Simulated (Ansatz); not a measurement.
Input file for H$_{6}$O$_{3}$Si$_{2}$ (`O[SiH2][SiH](O)O`):

```yaml
crystal:
  periodic: [false, false, false]
  atoms:
    - {symbol: O, position_ang: [-1.520010, -0.160349, -1.207925]}
    - {symbol: Si, position_ang: [-1.201128, -0.142421, 0.430073]}
    - {symbol: Si, position_ang: [1.072593, 0.486382, 0.389939]}
    - {symbol: O, position_ang: [1.319000, 0.829485, -1.200438]}
    - {symbol: O, position_ang: [2.083618, -0.679019, 0.955366]}
    - {symbol: H, position_ang: [-2.408444, -0.367134, -1.501205]}
    - {symbol: H, position_ang: [-1.459668, -1.487751, 1.024491]}
    - {symbol: H, position_ang: [-2.104711, 0.815158, 1.132487]}
    - {symbol: H, position_ang: [1.418121, 1.664353, 1.216255]}
    - {symbol: H, position_ang: [0.577018, 0.611320, -1.773357]}
    - {symbol: H, position_ang: [2.048911, -1.543124, 0.542416]}
basis:
  gaussian: {orbitals: def2-TZVPP}
correlation: {method: ccsd_t}
```

```sh
$ ansatz run in.yaml --threads 4 --pin off --events-out ev --progress --plain --max-ram 10444MiB
```

The program prints (abridged):

```
Functional definition: HF
1558 factors; integrals over basis functions are off by at most 1.2e-3 eV
mean field evaluation 1: about -21931.8544 eV, gradient 5.8e1 eV
mean field evaluation 2: about -21932.1760 eV, gradient 5.8e1 eV
mean field evaluation 4: about -21938.3475 eV, gradient 3.7e0 eV
mean field evaluation 8: about -21938.4273 eV, gradient 2.1e-1 eV
mean field -21938.42745947 eV, -806.2223387355 hartree, gradient 6.2e-6 eV, S^2 0.000000; 0 other end points of the search recorded, 0 dependent functions left out
13 core orbitals not correlated: weight in the atoms' cores, before any rotation towards them, 1.000 or more for the frozen orbitals, at most 0.000 for the correlated occupied ones
reference -21938.42745947 eV, -806.2223387355 hartree; 16, 16 occupied and 232, 232 virtual orbitals, 1558 factors
second order -26.29765198 eV of doubles, -0.00000000 eV of singles
cycle   1  -26.48926369 eV  change   -1.9e-1 eV  update   1.1e-1
cycle   2  -27.11076882 eV  change   -6.2e-1 eV  update   3.2e-2
cycle   3  -27.25769432 eV  change   -1.5e-1 eV  update   1.7e-2
cycle   4  -27.23955191 eV  change    1.8e-2 eV  update   3.8e-3
cycle   5  -27.23787567 eV  change    1.7e-3 eV  update   1.9e-3
cycle   6  -27.23907667 eV  change   -1.2e-3 eV  update   5.6e-4
cycle   7  -27.23879930 eV  change    2.8e-4 eV  update   2.1e-4
cycle   8  -27.23868796 eV  change    1.1e-4 eV  update   6.5e-5
cycle   9  -27.23870485 eV  change   -1.7e-5 eV  update   2.5e-5
perturbative correction -0.95251720 eV, -0.0350043615 hartree
Total energy: -21966.61868152 eV, -807.2583470370 hartree
```

Run time 46 s (4 threads of an AMD EPYC 9R45 on a shared host); peak host memory 6.1 GiB.

MP2 recovers 93.3 % of the CCSD(T) correlation energy and the triples give 3.4 %; T1 = 0.0125.
